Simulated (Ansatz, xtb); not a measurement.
## Ranking isomers of ClCrHO3

3 gas-phase structures of ClCrHO3, from a drawn sample of its isomers (lower ones may exist). Each was relaxed with GFN2-xTB:

A. a singlet given by its coordinates
B. the triplet with the links of `[O]=[Cr](=[O])([OH])[Cl]`
C. a singlet given by its coordinates

C (Å):

```xyz
6

Cl    1.0645    0.5897   -1.7312
Cr    0.3250   -0.2752   -0.0289
O     0.0584   -1.7486   -0.4403
O     1.4852   -0.1431    0.9949
O    -1.0459    0.5663    0.3936
H    -1.8451    0.9469    0.7656
```

Close contacts (Å): Cl1–Cr2 2.05, Cr2–O3 1.55, Cr2–O4 1.55, Cr2–O5 1.66, O5–H6 0.96.

A (Å):

| atom | x (Å) | y (Å) | z (Å) |
| --- | --- | --- | --- |
| Cl | -1.5045 | 0.3831 | 0.2502 |
| Cr | 0.5598 | -0.3873 | -0.2662 |
| O | 0.3047 | -1.8959 | -0.5453 |
| O | 1.3438 | -0.0578 | 1.0366 |
| O | 0.9455 | 0.4650 | -1.5070 |
| H | -1.6071 | 1.4291 | 0.9855 |

Close contacts (Å): Cl1–Cr2 2.26, Cr2–O3 1.56, Cr2–O4 1.56, Cr2–O5 1.55, Cl1–H6 1.28.

Question: Estimate their order in r2SCAN-D4/def2-SVP energy at these geometries, lowest first.

Answer: Calculated order at r2SCAN-D4/def2-SVP: C (0.0), A (37.3), B (49.6) kcal/mol.

Energies above the lowest of each column, in kcal/mol; the last columns are at PBE0-D4/def2-SVP geometries (a dash: not run or not comparable):

```tsv
structure	GFN2-xTB	HF/STO-3G	r2SCAN-D4/def2-SVP	PBE0-D4/def2-SVP	CCSD(T)/def2-SVP
C	0.0	22.3	0.0	0.0	0.0
A	42.1	110.8	37.3	40.0	29.8
B	–	0.0	49.6	37.9	48.7
```

CCSD(T)/def2-SVP puts C lowest; HF/STO-3G picks B. Flexible structures stand in one conformer each, not always the lowest. GFN2-xTB has no spin polarisation and isn't compared across spin states. Open shells are spin-unrestricted, some with notable spin contamination. Large T1 diagnostics make some coupled-cluster values less sure.

Programs: Ansatz 0.2.0, xtb 6.7.1.
